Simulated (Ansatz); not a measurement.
Molecule: GaI2, charge -1, multiplicity 1. 
Geometry from a B3LYP-D3(BJ)/def2-TZVP (Ansatz, a program for electronic structure) optimisation:
```
Ga
I 1 2.8419
I 1 2.8419 2 103.06
```
Charge -1, spin multiplicity 1.

Basis-set convergence of Hartree-Fock and MP2 correlation energies (hartree) with Ansatz. Cores are frozen in the correlated levels unless marked. Spin-orbit coupling is left out. Frozen are the shells of the preceding noble gas and the d and f shells that filled before the atom's block. Past Kr the def2 sets carry scalar-relativistic core potentials.

```
basis        functions        E(HF)  E(corr, MP2)
-----------  ---------  -----------  ------------
def2-SVPD          108  -2516.49770      -0.26370
def2-TZVPPD        172   (withheld)    (withheld)
```

Problem. Some entries are withheld; supply them.

Solution. 
- def2-TZVPPD, E(HF): -2516.76006
- def2-TZVPPD, E(corr, MP2): -0.34235
